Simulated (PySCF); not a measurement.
A structure optimised at PBE0-D3(BJ)/def2-SVP, used in a PySCF frequency run:

```xyz
11

F     -0.2528     2.5088     0.0000
C     -0.2017     1.1648     0.0000
C     -1.3554     0.4652     0.0000
O     -1.4146    -0.8825     0.0000
Si     0.0688    -1.7455     0.0000
Si     1.4005     0.1843     0.0000
H     -2.3321     0.9619     0.0000
H      0.1106    -2.6045     1.2167
H      0.1106    -2.6045    -1.2167
H      2.2374     0.4021     1.2171
H      2.2374     0.4021    -1.2171
```
Charge 0, spin multiplicity 1.

Write its SMILES, formula and point group.

FC1=CO[SiH2][SiH2]1, C2H5FOSi2, Cs

What are its rotational constants (standard atomic weights)?

3.8137, 1.9582, 1.3347 GHz
